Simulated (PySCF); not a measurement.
Al(Me)(OH)(PH2) (CH6AlOP), SMILES [CH3][Al]([OH])[PH2].

Geometry optimised at r2SCAN-D4/def2-SVP. The values are those of a single conformer.

The numbers are results of PySCF 2.14.0 with TDA-PBE/def2-SVPD, not measurements.

Vertical excitations. The molecule is in vacuum.

```csv
state,energy (eV),λ (nm),f,main pairs
S1,4.96,250,0.020,"HOMO→LUMO+1 84 %, HOMO→LUMO 15 %"
S2,5.15,241,0.092,"HOMO→LUMO 76 %, HOMO→LUMO+1 13 %"
S3,5.66,219,0.032,HOMO→LUMO+2 95 %
S4,6.21,200,0.006,"HOMO−1→LUMO 43 %, HOMO→LUMO+3 28 %, HOMO−1→LUMO+1 24 %"
S5,6.23,199,0.025,"HOMO−1→LUMO+1 68 %, HOMO−1→LUMO 26 %"
S6,6.37,195,0.026,HOMO→LUMO+4 90 %
S7,6.55,189,0.037,"HOMO→LUMO+3 46 %, HOMO→LUMO+5 14 %, HOMO−1→LUMO 11 %"
S8,6.59,188,0.005,"HOMO−3→LUMO 48 %, HOMO−2→LUMO+1 30 %, HOMO−2→LUMO 15 %"
S9,6.62,187,0.033,"HOMO−2→LUMO+1 48 %, HOMO−2→LUMO 33 %, HOMO−3→LUMO 7 %"
S10,6.71,185,0.044,HOMO−3→LUMO+1 80 %
T1,4.40,282,0,HOMO→LUMO 96 %
T2,4.72,263,0,HOMO→LUMO+1 99 %
T3,5.22,237,0,HOMO→LUMO+2 96 %
T4,5.76,215,0,"HOMO→LUMO+3 73 %, HOMO−1→LUMO 16 %"
```
Triplets are in the Tamm–Dancoff approximation.
